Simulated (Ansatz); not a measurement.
The lowest singlet and triplet of BH (SMILES [BH]); geometries from B3LYP-D3(BJ)/def2-TZVP, each state relaxed from the structure named, with no frequency check.
Singlet at the triplet's geometry (charge 0, multiplicity 1):
```xyz
2

B      0.000     0.000    -0.199
H      0.000     0.000     0.993
```

A positive gap puts the triplet lower; no zero-point energy. R- takes a restricted singlet. U- takes an unrestricted singlet (broken symmetry where lower, unprojected). The triplet is unrestricted in single-reference levels.

Cores are frozen in the correlated methods.

Run with Ansatz (Gaussian orbitals). Values without a source in brackets are computed.

Problem. One of these levels gives -87.0 kJ/mol for the gap E(singlet) − E(triplet), vertical, at the triplet's geometry. Which one is it?
A) U-PBE0/def2-TZVPP (spin-contaminated)
B) R-wB97X-V/def2-TZVPP
C) U-B2PLYP/def2-TZVPP (spin-contaminated)

Solution. A, U-PBE0/def2-TZVPP (spin-contaminated). The others give -116.1 (R-wB97X-V/def2-TZVPP), -105.1 (U-B2PLYP/def2-TZVPP (spin-contaminated))

Ansatz is a quantum-chemistry and plane-wave program.
